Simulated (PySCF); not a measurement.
Isomers of C8H13P, one conformer each; single-point electronic energies without zero-point terms and without any empirical dispersion term.

Computed with PySCF at PBE0/pcSseg-1, non-relativistic, each on one gas-phase PBE0-D3(BJ)/def2-SVP geometry that isn't relaxed in the solvent. The solvent is an IEF-PCM continuum (van der Waals radii × 1.2). Only the electrostatic response of the medium enters.

```csv
isomer,"relative energy, gas (kcal/mol)",dipole (D)
`CC1=CCCP1C1CC1`,0.0,1.42
`C#CCP(C)C1CCC1`,37.5,1.68
```

Question: How do the relative energies look in acetone (ε = 20.49)?

Answer: 
```csv
isomer,"relative energy, solvent (kcal/mol)",E(solvent) − E(gas) (kcal/mol),dipole in solvent (D)
`CC1=CCCP1C1CC1`,0.0,-3.0,2.05
`C#CCP(C)C1CCC1`,35.5,-5.0,2.46
```

The order is unchanged. Conformers: `[CH3:1][C:2]1=[CH:3][CH2:4][CH2:5][P:6]1[CH:7]1[CH2:8][CH2:9]1` with C5–P6–C7–C8 -100°, C2–C3–C4–C5 14°, C3–C4–C5–P6 -20°, C4–C5–P6–C7 -83°, P6–C7–C8–C9 -108°; `[CH:1]#[C:2][CH2:3][P:4]([CH3:5])[CH:6]1[CH2:7][CH2:8][CH2:9]1` with C2–C3–P4–C5 -68°, C3–P4–C6–C7 -179°, P4–C6–C7–C8 138°, C6–C7–C8–C9 -18°, C7–C8–C9–C6 18°, P4–C6–C9–C8 -138°. `C#CCP(C)C1CCC1` gains most from the continuum, and it has the largest gas-phase dipole. The gains span 2.0 kcal/mol, the gas-phase energies 37.5 kcal/mol.
